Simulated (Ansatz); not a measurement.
The Sb1–Br4 bond of BrH2Sb (SMILES [Br][SbH2]) is stretched (multiplicity 1, the rest rigid).
Geometry at rest (charge 0, multiplicity 1):
```xyz
4

Sb    -0.598    -0.607     0.541
H     -0.272    -1.972    -0.449
H     -1.985    -0.243    -0.404
Br     0.937     0.948    -0.764
```

Frozen-core correlation. Filled d and f shells under p-block atoms count as core.

Codes used: Ansatz (a first-principles code) with Gaussian orbitals. Each number belongs to the level named beside it. In def2 rows elements past Kr take small-core potentials, without spin–orbit coupling.

FIC-MRCISD+Q on CASSCF(6,4)/def2-TZVPP, total energies (hartree):

```
R (Å)        CASSCF        MRCISD  weight c² of the reference
-----  ------------  ------------  --------------------------
2.546  -2812.879753  -2813.159994                     0.88659
4.455  -2812.796160  -2813.065576                     0.88560
8.146  -2812.792951  -2813.061233                     0.88611
```

Problem. Add the Davidson correction (E_MRCISD − E_CASSCF)(1 − c²)/c² and give the energies above the first point at the three levels.

Solution. 
Corrections (hartree): -0.035847, -0.034802, -0.034480. Above the first point (kcal/mol):
- R = 4.455 Å: CASSCF 52.5, MRCISD 59.2, with the correction 59.9
- R = 8.146 Å: CASSCF 54.5, MRCISD 62.0, with the correction 62.8

Doubts at one or more of the structures used: active orbitals that take no part (FIC-MRCISD+Q on CASSCF(6,4)/def2-TZVPP).
